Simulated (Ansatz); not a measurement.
`F[CH2][InH][I]` + H–F → `[F][InH][I]` + `CF` at 400 K and 1 bar (ligand exchange at the In–C bond).

Computed with Ansatz on PBE0-D4/def2-TZVP structures; ΔE is electronic, products minus reactants. CCSD(T)/CBS adds triple-zeta CCSD(T) − MP2 to the extrapolated MP2 energy (def2 sets, frozen cores). This one scheme is used for every species. def2 core potentials past Kr. For I, In outer-core shells are correlated without core-valence functions, which leaves a few kJ/mol of doubt a bond. Each species was taken in one conformer, which may not be the lowest.

| species | CCSD(T)/CBS energy (Eh) | H − E (kJ/mol) | S (J/(mol·K)) |
| --- | --- | --- | --- |
| `F[CH2][InH][I]` | -626.92448 | 122.6 | 399.3 |
| H–F | -100.39570 | 36.5 | 182.2 |
| `[F][InH][I]` | -587.72167 | 43.8 | 347.5 |
| `CF` | -139.63461 | 117.5 | 234.3 |

H − E and S are ideal-gas, rigid-rotor, harmonic terms from PBE0-D4/def2-TZVP, for one conformer and one mirror image of each species. 1 Eh = 2625.50 kJ/mol, R = 8.31446 J/(mol·K).

By hand: ΔE, ΔH, ΔS and ΔG.

ΔE = (-587.72167) + (-139.63461) − (-626.92448) − (-100.39570) = -0.03610 Eh = -94.8 kJ/mol. Δ(H − E) = 43.8 + 117.5 − 122.6 − 36.5 = 2.2, so ΔH = -92.6 kJ/mol. ΔS = 347.5 + 234.3 − 399.3 − 182.2 = 0.3 J/(mol·K). ΔG = -92.6 − 400 × (0.3)/1000 = -92.7 kJ/mol.

By hand: the equilibrium constant, and the temperature at which ΔG would vanish if ΔH and ΔS stayed fixed.

log₁₀ K = −ΔG/(RT ln 10) = 12.1. ΔH and −TΔS have one sign here, so there is no such temperature.

The number of gas molecules stays the same, so ΔS is small and ΔH decides. A doubt of 5 kJ/mol in ΔE shifts log₁₀ K by 0.7 here. Other conformers and mirror images would add mixing entropy, several J/(mol·K) or more a flexible species. Modes under 60 cm⁻¹, often nearly free rotors, make the harmonic entropy too high. These are equilibria of isolated gas molecules and say nothing of rates. Largest T1 diagnostic: 0.014 (customary marks: 0.02 for closed shells, 0.045 for open ones).

ΔS is within the doubt of such terms, so its sign, and with it that verdict, could turn.
